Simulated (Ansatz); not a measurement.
One change: `[OH][Hf]([F])([Cl])[Cl]` becomes `[OH][Hf]([OH])([F])[Cl]`.

Ansatz, PBE0-D4/def2-TZVP geometries, multiplicity 1. Each molecule was computed in one conformer, which needn't be the lowest.

Elements past krypton have def2 core potentials.

```json
{"property": "HOMO–LUMO gap (PBE/def2-TZVPP) / eV", "`[OH][Hf]([F])([Cl])[Cl]`": "5.96"}
{"property": "zero-point energy (PBE0-D4/def2-TZVP) / kJ/mol", "`[OH][Hf]([F])([Cl])[Cl]`": "43.8"}
{"property": "HOMO–LUMO gap (PBE0/def2-TZVPP) / eV", "`[OH][Hf]([F])([Cl])[Cl]`": "8.22"}
{"property": "HOMO–LUMO gap (B3LYP/def2-TZVPP) / eV", "`[OH][Hf]([F])([Cl])[Cl]`": "7.71"}
{"property": "HOMO energy (B3LYP/def2-TZVPP) / eV", "`[OH][Hf]([F])([Cl])[Cl]`": "-9.07"}
{"property": "HOMO energy (ωB97M-V/def2-TZVPP) / eV", "`[OH][Hf]([F])([Cl])[Cl]`": "-11.60"}
```

**Question.** What does the change do to each property? (Estimate.)

**Answer.** The calculation gave: 
```
                                      property  `[OH][Hf]([OH])([F])[Cl]`  shift
           HOMO–LUMO gap (PBE/def2-TZVPP) / eV                       6.52   0.56
zero-point energy (PBE0-D4/def2-TZVP) / kJ/mol                       72.6   28.8
          HOMO–LUMO gap (PBE0/def2-TZVPP) / eV                       8.70   0.48
         HOMO–LUMO gap (B3LYP/def2-TZVPP) / eV                       8.08   0.37
           HOMO energy (B3LYP/def2-TZVPP) / eV                      -8.72   0.35
         HOMO energy (ωB97M-V/def2-TZVPP) / eV                     -11.29   0.31
```

With PBE0 the HOMO rises by 0.35 eV and the LUMO rises by 0.83 eV, so the gap widens by about 0.48 eV. PBE moves the HOMO by 0.40 eV and ωB97M-V by 0.31 eV. The zero-point energy changes by 28.8 kJ/mol with +3 modes.

B3LYP here is the variant with VWN-RPA as its local correlation; programs differ in this.
